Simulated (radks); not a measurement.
The numbers below are computed, except where a source is named.
Species: Mg V. Configuration: [He] 2s1.75 2p4 3s0.25 (fractional occupations, a model configuration).

Code: a radial shooting solver on a logarithmic mesh with Libxc functionals. Model: scalar-relativistic Kohn-Sham, B86b exchange with PBE correlation, spin-polarised, spherical densities, finite nucleus; open shells are filled with parallel spins first; Fermi nuclear charge, rms radius 3.057 fm.

Energy parts (eV):
part                      energy
total                  -5211.654
kinetic                 5221.305
electron-nucleus      -11802.398
Hartree                 1750.814
exchange-correlation    -381.374

Orbitals (lengths in bohr, moments of r in powers of bohr):
| orbital | occ. | eigenvalue (eV) | <r> | <r^2> | <1/r> |
|---|---|---|---|---|---|
| 1s up | 1 | -1367.113 | 0.1305 | 0.02296 | 11.63 |
| 1s down | 1 | -1363.783 | 0.1303 | 0.02286 | 11.65 |
| 2s up | 1 | -167.8828 | 0.6413 | 0.4876 | 2.282 |
| 2s down | 0.75 | -160.5813 | 0.6498 | 0.5014 | 2.248 |
| 2p up | 3 | -136.3912 | 0.5952 | 0.4396 | 2.184 |
| 2p down | 1 | -128.6689 | 0.6068 | 0.4586 | 2.153 |
| 3s up | 0.25 | -48.7259 | 1.861 | 3.940 | 0.7544 |
| 3p up | 0 | -41.2545 | 1.967 | 4.452 | 0.6969 |
| 3d up | 0 | -31.7928 | 2.035 | 4.820 | 0.5889 |

The highest occupied level is 3s up at -48.726 eV. The spin density at the nucleus is 11.72 e/bohr^3 (1s -1.32, 2s 11.39, 3s 1.65). The density falls to 0.001 e/bohr^3 at r = 2.51 bohr. Spin moment in Bohr magnetons: 2.5. Summed over all electrons, <r^2> = 3.672 bohr^2, which gives a Langevin (diamagnetic) susceptibility term of -2.91 x 10^-6 cm^3/mol.
